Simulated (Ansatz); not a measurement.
Species: H$_{2}$SiO, charge 1, doublet. H2SiO+ (parent SMILES O=[SiH2], doublet).
B3LYP-D3(BJ)/def2-TZVP minimum from Ansatz (a first-principles code):
```xyz
4

Si     0.0888    -0.4751     0.0041
O     -0.2062     1.1037    -0.0096
H     -1.1059    -1.3344    -0.0090
H      1.5130    -0.8447     0.0280
```
Charge +1, spin multiplicity 2.

Total energies in cc-pV(T+d)Z, 11 correlated electrons, 6 frozen orbitals. UHF or UKS for unpaired electrons; spin-orbit terms are left out. Cores are frozen in correlated methods. No relativity. The spin of H2OSi+ (parent SMILES O=[SiH2], doublet) was assumed, and the state is the lowest solution found for it.

```json
[
 {"method": "HF", "program": "Ansatz", "energy (Eh)": "-364.66987", "minus CCSDT(Q) (mEh)": "321.28"},
 {"method": "MP2", "program": "Ansatz", "energy (Eh)": "-364.95069", "minus CCSDT(Q) (mEh)": "40.46"},
 {"method": "CCSD", "program": "Ansatz", "energy (Eh)": "-364.97941", "minus CCSDT(Q) (mEh)": "11.74"},
 {"method": "CCSD(T)", "program": "Ansatz", "energy (Eh)": "-364.98938", "minus CCSDT(Q) (mEh)": "1.76"},
 {"method": "CCSDT(Q)", "program": "Ansatz", "energy (Eh)": "-364.99115", "minus CCSDT(Q) (mEh)": "0.00"}
]
```

Rough core times of Ansatz's runs on a shared machine: CCSD(T) 40 s, CCSDT(Q) 10 min.
